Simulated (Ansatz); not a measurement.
C₄H₈F₂Sn, singlet, at a GFN2-xTB geometry (such geometries of metal compounds can be far from the true shape) (all electrons, no relativity); Ansatz (a first-principles code) with CASSCF(6,4)/STO-3G.

The Ansatz input:
Ansatz 0.2 input:
```yaml
crystal:
  periodic: [false, false, false]
  atoms:
    - {symbol: C, position_ang: [-2.80673815, -0.41412524, -1.20649672]}
    - {symbol: C, position_ang: [-1.85763626, -1.10995169, -0.62711757]}
    - {symbol: Sn, position_ang: [-0.02474659, -0.11406083, 0.16570026]}
    - {symbol: F, position_ang: [-0.38664631, 1.79572718, -0.42989075]}
    - {symbol: F, position_ang: [-0.35488891, -0.11507105, 2.16907669]}
    - {symbol: C, position_ang: [2.24822410, -0.19163667, 0.10049520]}
    - {symbol: C, position_ang: [2.80637392, 0.40796548, -1.16112232]}
    - {symbol: H, position_ang: [-2.72923471, 0.65184402, -1.35173846]}
    - {symbol: H, position_ang: [-3.71517730, -0.88415073, -1.56127027]}
    - {symbol: H, position_ang: [-1.89772322, -2.17349937, -0.45268122]}
    - {symbol: H, position_ang: [2.51778529, -1.23664331, 0.23174622]}
    - {symbol: H, position_ang: [2.50691167, 0.38056868, 0.98940069]}
    - {symbol: H, position_ang: [2.44678406, 1.42441677, -1.30261448]}
    - {symbol: H, position_ang: [3.89447071, 0.44144842, -1.08683840]}
    - {symbol: H, position_ang: [2.54598855, -0.18035909, -2.03824255]}
basis:
  gaussian:
    orbitals: STO-3G
hamiltonian:
  xc: hf
magnetization: {spin_polarized: false}
correlation: {active_space: {window: {electrons: 6, orbitals: 4}}}
```

Output, abridged:

```
Functional definition: HF
899 factors; integrals over basis functions are off by at most 3.9e-5 eV
mean field evaluation 1: about -171796.8668 eV, gradient 2.7e1 eV
mean field evaluation 2: about -171797.0539 eV, gradient 2.7e1 eV
mean field evaluation 4: about -171801.8881 eV, gradient 2.7e0 eV
mean field evaluation 8: about -171801.9297 eV, gradient 4.3e-4 eV
mean field -171801.92969997 eV, -6313.6044649435 hartree, gradient 1.7e-6 eV, S^2 0.000000; 0 other end points of the search recorded, 0 dependent functions left out
reference -171801.92969997 eV, -6313.6044649435 hartree; 50, 50 occupied and 15, 15 virtual orbitals, 899 factors
state -171803.08182268 eV, -6313.6468046721 hartree
Total energy: -171803.08182268 eV, -6313.6468046721 hartree
```
